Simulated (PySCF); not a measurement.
C₅H₈F₃NSi.
Numbering: `[CH:1]#[C:2][CH2:3][NH:4][SiH2:5][CH2:6][C:7]([F:8])([F:9])[F:10]` (hydrogens: H11 on C1; H12, H13 on C3; H14 on N4; H15, H16 on Si5; H17, H18 on C6)

Structure used (GFN2-xTB), in Å, numbered top down from 1:
```
atom  x, y, z in Å
C1     4.259    0.293   -0.680
C2     3.295   -0.238   -0.212
C3     2.083   -0.809    0.349
N4     0.931    0.010    0.034
Si5   -0.642   -0.629   -0.154
C6    -1.656    0.878   -0.733
C7    -3.072    0.459   -0.918
F8    -3.653    0.065    0.230
F9    -3.861    1.440   -1.404
F10   -3.208   -0.572   -1.772
H11    5.122    0.731   -1.087
H12    2.215   -0.921    1.436
H13    1.917   -1.802   -0.073
H14    1.075    0.974    0.298
H15   -0.598   -1.640   -1.211
H16   -1.270   -1.184    1.055
H17   -1.649    1.694   -0.013
H18   -1.298    1.259   -1.686
```

Computed at PBE0/pcSseg-1 (PySCF, non-relativistic), with Q(14N) = 0.02044 b: N4, 14N (I = 1): χzz = -5.318 MHz, η = 0.396.

Question: Find the zero-field quadrupole resonance frequencies of 14N at N4.

Answer: From ν± = (3/4)|χ|(1 ± η/3) and ν0 = |χ|η/2: ν+ 4.514 MHz, ν− 3.462 MHz, ν0 1.052 MHz (silicon-bound nitrogen).

In a crystal, neighbours and librations shift these lines. One conformer (not necessarily the lowest) at the GFN2-xTB geometry, without solvent, vibrations or thermal averaging. GFN2-xTB bond lengths can be off by several hundredths of an ångström, more for odd bonds, and the gradients follow them. A larger basis could move these couplings by a tenth or more.
